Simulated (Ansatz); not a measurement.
Species: MgH, charge 0, multiplicity 2. SMILES: [MgH]
Geometry: optimised at B3LYP-D3(BJ)/def2-TZVP (Ansatz, an electronic-structure program).

Wanted: atomisation energy, in kcal/mol. Terms: six Cartesian d functions in 6-31G* and its kin unless marked 5d; open shells spin-unrestricted; non-relativistic; no spin-orbit coupling; atomisation electronic, to ground-state atoms. First-principles rows: single points at B3LYP-D3(BJ) geometries (Ansatz).

```
species      coefficient  E at B3LYP/6-31G* (Ansatz), Eh  E at wB97M-V/def2-TZVPD (Ansatz), Eh
-----------  -----------  ------------------------------  ------------------------------------
[MgH] (MgH)           -1                      -200.63220                            -200.60006
H atom                +1                        -0.50027                              -0.49411
Mg atom               +1                      -200.07935                            -200.05954
```

 1 Eh = 627.5095 kcal/mol.

Q: Work the quantity out at each level.

A: 
- B3LYP/6-31G*: the sum of coefficient times E is 0.05258 Eh, or 32.99 kcal/mol. Result: 33.0 kcal/mol.
- wB97M-V/def2-TZVPD: the sum of coefficient times E is 0.04641 Eh, or 29.12 kcal/mol. Result: 29.1 kcal/mol.
